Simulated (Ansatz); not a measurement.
Consider the ligand exchange at the Si–N bond: `CN([SiH2]O)[SiH2]F` + `S[SiH2]Cl` → `F[SiH2]S[SiH2]Cl` + `CN[SiH2]O`.

Program: Ansatz. Geometries: PBE0-D4/def2-TZVP. ΔE: electronic, gas phase. CCSD(T)/CBS adds triple-zeta CCSD(T) − MP2 to the extrapolated MP2 energy (def2 sets, frozen cores). Functionals use def2-TZVPP. B3LYP here is the variant with VWN-RPA as its local correlation; programs differ in this. Each species was taken in one conformer, which may not be the lowest.

```tsv
level	ΔE (kcal/mol)
r2SCAN-D4	1.3
PBE0-D4	0.6
ωB97X-V	2.2
B3LYP	1.9
HF/def2-TZVPP	3.3
SCS-MP2/def2-TZVPP	3.4
SCS-MP2/def2-QZVPP	2.9
MP2/CBS(def2)	1.8
```

(1) What does CCSD(T)/CBS give? (An estimate is asked.)

Largest T1 diagnostic among the species: 0.012.

Answers

(1) The calculation gave: +2.5 kcal/mol. The listed levels differ from it by -1.2, -1.9, -0.3, -0.6, 0.8, 0.9, 0.4, -0.7 kcal/mol.
